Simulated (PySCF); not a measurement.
CH4BeS2, singlet, at a GFN2-xTB geometry (such geometries of metal compounds can be far from the true shape); DF-R2SCAN/cc-pV(T+d)Z run with PySCF.

The PySCF input:
```python
from pyscf import gto, scf, dft

mol = gto.Mole()
mol.atom = '''
    Be   -0.256937    0.356423    0.337396
    S    -1.792968    1.418157    0.733894
    H    -2.506518    0.611899    1.493125
    S     1.332601   -0.630918    0.018483
    C     1.212312   -1.565383   -1.556494
    H     0.379011   -2.256652   -1.511921
    H     2.146943   -2.109632   -1.645766
    H     1.100308   -0.874823   -2.384086
'''
mol.basis = 'cc-pv(t+d)z'
mol.charge = 0
mol.spin = 0
mol.verbose = 4
mol.max_memory = 1800
mol.build()

mf = dft.RKS(mol)
mf.xc = 'r2scan'
mf = mf.density_fit(auxbasis='def2-universal-jkfit')
mf.kernel()
```

What the program printed (banner, timings and long lists left out):

```
PySCF version 2.14.0

[INPUT] verbose = 4
[INPUT] num. atoms = 8
[INPUT] num. electrons = 46
[INPUT] charge = 0
[INPUT] spin (= nelec alpha-beta = 2S) = 0
[INPUT] symmetry False subgroup None
[INPUT] Mole.unit = angstrom
[INPUT] Symbol           X                Y                Z      unit          X                Y                Z       unit  Magmom
[INPUT]  1 Be    -0.256937000000   0.356423000000   0.337396000000 AA   -0.485540561267   0.673541854496   0.637586035524 Bohr   0.0
[INPUT]  2 S     -1.792968000000   1.418157000000   0.733894000000 AA   -3.388218470109   2.679928331635   1.386858664462 Bohr   0.0
[INPUT]  3 H     -2.506518000000   0.611899000000   1.493125000000 AA   -4.736632546293   1.156321525895   2.821597319741 Bohr   0.0
[INPUT]  4 S      1.332601000000  -0.630918000000   0.018483000000 AA    2.518250923322  -1.192262227058   0.034927807960 Bohr   0.0
[INPUT]  5 C      1.212312000000  -1.565383000000  -1.556494000000 AA    2.290937657524  -2.958145150050  -2.941347374529 Bohr   0.0
[INPUT]  6 H      0.379011000000  -2.256652000000  -1.511921000000 AA    0.716226988198  -4.264454238452  -2.857116611979 Bohr   0.0
[INPUT]  7 H      2.146943000000  -2.109632000000  -1.645766000000 AA    4.057134275052  -3.986626703618  -3.110047005121 Bohr   0.0
[INPUT]  8 H      1.100308000000  -0.874823000000  -2.384086000000 AA    2.079280772668  -1.653175877470  -4.505269597410 Bohr   0.0

nuclear repulsion = 150.687378213294
number of shells = 28
number of NR pGTOs = 277
number of NR cGTOs = 194
basis = cc-pv(t+d)z
ecp = {}

******** <class 'pyscf.df.df_jk.DFRKS'> ********
method = DFRKS
initial guess = minao
damping factor = 0
level_shift factor = 0
DIIS = <class 'pyscf.scf.diis.CDIIS'>
diis_start_cycle = 1
diis_space = 8
diis_damp = 0
SCF conv_tol = 1e-09
SCF conv_tol_grad = None
SCF max_cycles = 50
direct_scf = False
XC library pyscf.dft.libxc version 7.1.2
    S. Lehtola, C. Steigemann, M. J. T. Oliveira, and M. A. L. Marques,  SoftwareX 7, 1–5 (2018)
XC functionals = r2scan
    J. W. Furness, A. D. Kaplan, J. Ning, J. P. Perdew, and J. Sun,  J. Phys. Chem. Lett. 11, 8208–8215 (2020)
    J. W. Furness, A. D. Kaplan, J. Ning, J. P. Perdew, and J. Sun,  J. Phys. Chem. Lett. 11, 9248–9248 (2020)
    J. W. Furness, A. D. Kaplan, J. Ning, J. P. Perdew, and J. Sun,  J. Phys. Chem. Lett. 11, 8208–8215 (2020)
    J. W. Furness, A. D. Kaplan, J. Ning, J. P. Perdew, and J. Sun,  J. Phys. Chem. Lett. 11, 9248–9248 (2020)
radial grids:
    Treutler-Ahlrichs [JCP 102, 346 (1995); DOI:10.1063/1.469408] (M4) radial grids

becke partition: Becke, JCP 88, 2547 (1988); DOI:10.1063/1.454033
pruning grids: <function nwchem_prune>
grids dens level: 3
symmetrized grids: False
atomic radii adjust function: <function treutler_atomic_radii_adjust>
small_rho_cutoff = 0
Set gradient conv threshold to 3.16228e-05
Initial guess from minao.
tot grids = 104832
init E= -851.800148439737
  HOMO = -0.295152629680381  LUMO = -0.103912780459659  gap/eV = 5.20390
cycle= 1 E= -851.650827343364  delta_E= 0.149  |g|= 0.332  |ddm|= 5.64
  HOMO = -0.18311647532148  LUMO = -0.0215784607865649  gap/eV = 4.39567
cycle= 2 E= -851.642612658217  delta_E= 0.00821  |g|= 0.389  |ddm|= 1.49
  HOMO = -0.226760401913277  LUMO = -0.0467521129267006  gap/eV = 4.89828
cycle= 3 E= -851.683736901808  delta_E= -0.0411  |g|= 0.073  |ddm|= 0.708
  HOMO = -0.229500005529754  LUMO = -0.0515066905022137  gap/eV = 4.84344
cycle= 4 E= -851.684988012481  delta_E= -0.00125  |g|= 0.0309  |ddm|= 0.145
  HOMO = -0.229128559681097  LUMO = -0.0503917266752971  gap/eV = 4.86368
cycle= 5 E= -851.685265903892  delta_E= -0.000278  |g|= 0.00639  |ddm|= 0.0516
  HOMO = -0.229589382698869  LUMO = -0.0506027556939337  gap/eV = 4.87047
cycle= 6 E= -851.685277016357  delta_E= -1.11e-05  |g|= 0.00145  |ddm|= 0.0102
  HOMO = -0.229519621369162  LUMO = -0.0506308193116549  gap/eV = 4.86781
cycle= 7 E= -851.68527754788  delta_E= -5.32e-07  |g|= 0.000518  |ddm|= 0.00278
  HOMO = -0.229550373506894  LUMO = -0.0506175485578879  gap/eV = 4.86901
cycle= 8 E= -851.685277617949  delta_E= -7.01e-08  |g|= 0.000134  |ddm|= 0.000814
  HOMO = -0.229542708512554  LUMO = -0.0506183540209904  gap/eV = 4.86878
cycle= 9 E= -851.685277623  delta_E= -5.05e-09  |g|= 4.01e-05  |ddm|= 0.000249
  HOMO = -0.229544917555305  LUMO = -0.0506181010910964  gap/eV = 4.86885
cycle= 10 E= -851.685277623436  delta_E= -4.35e-10  |g|= 9.9e-06  |ddm|= 6.69e-05
  HOMO = -0.22954505202193  LUMO = -0.0506188469965778  gap/eV = 4.86883
Extra cycle  E= -851.685277623433  delta_E= 2.96e-12  |g|= 1.02e-05  |ddm|= 2.88e-05
converged SCF energy = -851.685277623433
```
